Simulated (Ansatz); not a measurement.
Reaction (hydrogenolysis of the Sn–O bond): `[CH3][AlH][SnH2][OH]` + H₂ → `[CH3][AlH][SnH3]` + H₂O

Computed with Ansatz on PBE0-D4/def2-TZVP structures; ΔE is electronic, products minus reactants. CCSD(T)/CBS adds triple-zeta CCSD(T) − MP2 to the extrapolated MP2 energy (def2 sets, frozen cores). This one scheme is used for every species. Functionals use def2-TZVPP. Elements past krypton have def2 core potentials. For Sn outer-core shells are correlated without core-valence functions, which leaves a few kJ/mol of doubt a bond. One conformer a species, not always the lowest.

```csv
level,ΔE (kJ/mol)
ωB97M-V,-6.0
HF/CBS(def2),-15.9
```

Q: What does CCSD(T)/CBS give? (Estimate.)

A: Ansatz gave: -2.4 kJ/mol. The listed levels differ from it by -3.6, -13.5 kJ/mol.

Largest T1 diagnostic among the species: 0.013.

In def2-TZVPP, CCSD(T) changes the Hartree–Fock value by +8.8 kJ/mol (the triples alone add +4.0 kJ/mol) and MP2 by +15.4 kJ/mol. The D4 term adds +4.8 kJ/mol with B3LYP and +2.6 kJ/mol with PBE0; it sums over pairs of atoms, weighted by their polarisabilities, and B3LYP, whose exchange is more repulsive, gets the larger term. From PBE to PBE0 (25 % exact exchange), in def2-TZVPP and without D4, ΔE moves by −8.3 kJ/mol.

B3LYP here is the variant with VWN-RPA as its local correlation; programs differ in this.
